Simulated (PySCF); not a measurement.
PySCF input for Cu(I) anion (CuI), SMILES [Cu][I] (connectivity only; charge and spin as stated), charge -1, multiplicity 2, PBE0-D3(BJ)/def2-TZVPD. Geometry optimised at PBE0-D3(BJ)/def2-TZVPD. The multiplicity is an assumed one; other spin states were not compared. The def2 effective core potentials stand for the cores of I; spin–orbit coupling is left out.

```python
import numpy as np
from pyscf import gto, scf, dft, df
from pyscf.hessian import thermo

mol = gto.M(
    atom='''
    Cu    0.00000000    0.00000000   -1.64719245
    I     0.00000000    0.00000000    0.90129398
    ''',
    basis='def2-TZVPD',
    ecp={'I': 'def2-tzvp'},
    charge=-1,
    spin=1,
    max_memory=1600,
    verbose=3,
)
mf = dft.UKS(mol, xc='pbe0').density_fit(auxbasis='def2-universal-jkfit')
mf.disp = 'd3bj'
mf.grids.level = 3
mf.conv_tol = 1e-11
mf.max_cycle = 100
mf.kernel()
fine, coarse = mf.grids, dft.Grids(mol).set(level=1).build(with_non0tab=True)
for _ in range(3):  # follow internal instabilities
    mf.grids = coarse
    mo, _, stable, _ = mf.stability(return_status=True, nroots=4)
    mf.grids = fine
    if stable:
        break
    mf.kernel(mf.make_rdm1(mo, mf.mo_occ))

# [left out here: the lines that compute and print the analytic Hessian (its translational invariance restored by hand, since the grid's response is missing), thermochemistry and intensities]
```

It prints:

```

WARN: HOMO -0.410795752251142 >= LUMO -0.410795752251156

converged SCF energy = -1938.09854311251  <S^2> = 0.75372025  2S+1 = 2.0037168
<class 'pyscf.df.df_jk.DFUKS'> wavefunction is stable in the internal stability analysis

WARN: DFTD3 does not support analytical Hessian, using finite difference


WARN: Mole.unit (angstrom) is changed to Bohr

Mode                                 0
Irrep
Freq [cm^-1]                      167.5043
Reduced mass [au]                  76.2477
Force const [Dyne/A]                1.2605
Char temp [K]                     241.0015
Normal mode                   x     y     z
       0  Cu                 0.00  0.00 -0.10
       1   I                 0.00  0.00  0.05
temperature 298.1500 [K]
pressure 101325.00 [Pa]
Rotational constants [GHz] inf 1.83768 1.83768
Symmetry number 1
Zero-point energy (ZPE) 0.00038 [Eh]   1001.898 [J/mol]
                           tot       elec      trans        rot        vib
Entropy [J/mol/K]       266.160      5.763    174.215     75.876     10.306
Cv [J/mol/K]             28.662      0.000     12.472      8.314      7.876
Cp [J/mol/K]             36.977      0.000     20.786      8.314      7.876
Internal energy [J/mol]                      3718.434   2478.956   2612.485
Internal energy [Eh]   -1938.09519  -1938.09854
Enthalpy [J/mol]                             6197.391   2478.956   2612.485
Enthalpy [Eh]          -1938.09424
Gibbs free energy [J/mol]                  -45744.696 -20143.516   -460.382
Gibbs free energy [Eh] -1938.12447
mode   freq/cm-1   IR/(km/mol)
   1      167.50        13.658
max |gradient| / (hartree/bohr): 1.2040800664411676e-05
APT charges: [-0.23   -0.7701]
```

Self-consistency was reached.

Cost: around 80 core-seconds (rough).
